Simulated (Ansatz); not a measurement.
`OC[SiH](F)CF` + `OBCCl` → `FC[SiH](F)Cl` + `OBCCO`  (redistribution)

Calculated with Ansatz (gas phase, PBE0-D4/def2-TZVP geometries, no zero-point term in ΔE). CCSD(T)/CBS is the MP2 limit (def2-TZVPP, def2-QZVPP) plus CCSD(T) − MP2 in def2-TZVPP, frozen cores. DFT in def2-TZVPP. One conformer a species, not always the lowest.

| level | ΔE (kcal/mol) |
| --- | --- |
| PBE0-D4 | -32.3 |
| ωB97X-V | -32.5 |

(1) What does CCSD(T)/CBS give? (Estimate.)

Largest T1 diagnostic among the species: 0.012.

## Answers

(1) Computed: -33.3 kcal/mol. The listed levels differ from it by 1.0, 0.8 kcal/mol.

In def2-TZVPP, CCSD(T) changes the Hartree–Fock value by +3.0 kcal/mol (the triples alone add +0.6 kcal/mol) and MP2 by +1.5 kcal/mol. From PBE to PBE0 (25 % exact exchange), in def2-TZVPP and without D4, ΔE moves by −1.9 kcal/mol.
